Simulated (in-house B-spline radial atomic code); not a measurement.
Successive ionisation energies of mercury; each step leads to the configuration of the next row (after the last: [Ar] 3d10 4s2 4p1). NIST's values go from ground level to ground level; the uncertainty of those that are theory runs from under 0.1 % in few-electron ions to several per cent in heavy many-electron ones. Computed with a B-spline radial code for spherical atoms: non-relativistic Hartree-Fock, average of the configuration, point nuclei.

This level leaves out relativity, spin-orbit splitting included, which matters for heavy ions.

| ion | configuration | ionisation energy (eV) | tabulated value (eV) | tabulated kind | computed minus tabulated (eV) | highest orbital | largest mean radius (bohr) |
| --- | --- | --- | --- | --- | --- | --- | --- |
| Hg41+ | [Kr] 4d3 | 1969.6 | 1989 | tabulated theory | -19.4 | 4d | 0.3943 |
| Hg42+ | [Kr] 4d2 | 2030.5 | 2052 | tabulated theory | -21.5 | 4d | 0.39248 |
| Hg43+ | [Kr] 4d1 | 2092.0 | 2113 | tabulated theory | -21.0 | 4d | 0.39068 |
| Hg44+ | [Ar] 3d10 4s2 4p6 | ? | ? | tabulated theory | ? | ? | ? |
| Hg45+ | [Ar] 3d10 4s2 4p5 | ? | ? | tabulated theory | ? | ? | ? |
| Hg46+ | [Ar] 3d10 4s2 4p4 | 2442.6 | 2478 | tabulated theory | -35.4 | 4p | 0.38579 |
| Hg47+ | [Ar] 3d10 4s2 4p3 | 2503.1 | 2539 | tabulated theory | -35.9 | 4p | 0.38427 |
| Hg48+ | [Ar] 3d10 4s2 4p2 | 2564.0 | 2745 | tabulated theory | -181.0 | 4p | 0.38275 |

(1) Fill in the row of Hg44+.

(2) Fill in the row of Hg45+.

## Answers

(1) ionisation energy (eV): 2323.0; tabulated value (eV): 2354; computed minus tabulated (eV): -31.0; highest orbital: 4p; largest mean radius (bohr): 0.38889.

(2) ionisation energy (eV): 2382.6; tabulated value (eV): 2412; computed minus tabulated (eV): -29.4; highest orbital: 4p; largest mean radius (bohr): 0.38733.
